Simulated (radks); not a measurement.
Values are calculated unless marked as measured or tabulated.
Mo XXX, configuration [Ne] 3s2 3p1. Level of theory: Dirac Kohn-Sham, PBE, spin-unpolarised, spherical densities, finite nucleus; open shells fill j = l - 1/2 first; Fermi nuclear charge, rms radius 4.4091 fm (a radial shooting solver on a logarithmic mesh with Libxc functionals).

Normalised radial functions P(r) = r R(r) (large component), r in bohr:

r,1s1/2,2s1/2,3p3/2
0.003585,1.8124,0.6055,0.0134
0.004449,2.1468,0.7152,0.0201
0.005566,2.5354,0.8412,0.0306
0.006908,2.9438,0.9708,0.0456
0.008573,3.3722,1.1021,0.0675
0.01073,3.8141,1.2286,0.1005
0.01331,4.2046,1.3247,0.1457
0.01652,4.5168,1.3728,0.2086
0.02067,4.7025,1.3411,0.2973
0.02565,4.6943,1.1976,0.4096
0.03184,4.4599,0.9105,0.5492
0.03983,3.9641,0.4378,0.7182
0.04943,3.2748,-0.1831,0.8889
0.06185,2.4317,-0.9495,1.0414
0.07676,1.6206,-1.7060,1.1147
0.09526,0.9347,-2.3340,1.0511
0.1192,0.4373,-2.6839,0.7735
0.1479,0.1677,-2.6251,0.2709
0.1836,0.0489,-2.1917,-0.4176
0.2297,0.0095,-1.5083,-1.1715
0.285,0.0013,-0.8527,-1.7070
0.3538,0.0001,-0.3768,-1.8505
0.4426,0.0000,-0.1174,-1.5391
0.5493,0.0000,-0.0261,-0.9843
0.6872,0.0000,-0.0034,-0.4505
0.8529,0.0000,-0.0003,-0.1466
1.059,0.0000,0.0000,-0.0307

1s1/2: eigenvalue -21321 eV, 0 radial nodes, <r> = 0.0352 bohr, 90 % of the charge inside 0.0630 bohr. 2s1/2: eigenvalue -4233.8 eV, 1 radial node at r = 0.0466 bohr, <r> = 0.151 bohr, 90 % of the charge inside 0.233 bohr. 3p3/2 (empty): eigenvalue -1543.2 eV, 1 radial node at r = 0.162 bohr, <r> = 0.362 bohr, 90 % of the charge inside 0.535 bohr.
